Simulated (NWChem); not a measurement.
Species: BNH₂Cl₂; SMILES NB(Cl)Cl

```xyz
6

B      0.0000     0.0000    -0.3333
Cl     1.5354     0.0000     0.5593
Cl    -1.5354     0.0000     0.5593
N      0.0000     0.0000    -1.7306
H     -0.8610     0.0000    -2.2769
H      0.8610     0.0000    -2.2769
```
Atoms are numbered in this order, from 1.

Computed with NWChem. Pople sets run with spherical d functions. All runs use the structure optimised with PBE-D3(BJ)/def2-SVP. Vzz is the largest principal value of the second derivative of the potential at the nucleus (NWChem prints the opposite sign); η is the asymmetry. Non-relativistic.

| level | Vzz B1 (a.u.) | η B1 | Vzz Cl3 (a.u.) | η Cl3 | Vzz N4 (a.u.) | η N4 | relative time |
|---|---|---|---|---|---|---|---|
| PBE0/def2-TZVP | 0.240 | 0.83 | 2.358 | 0.31 | -0.648 | 0.46 | 6 |
| PBE0/cc-pVTZ | 0.237 | 0.83 | 2.187 | 0.30 | -0.652 | 0.44 | 20 |
| B3LYP/def2-SVP | 0.218 | 0.78 | 2.172 | 0.28 | -0.721 | 0.44 | 1 |
| B3LYP/6-31G* | 0.207 | 0.78 | 2.271 | 0.28 | -0.699 | 0.38 | 1 |

The last column is a rough cost ratio, cheapest run = 1.
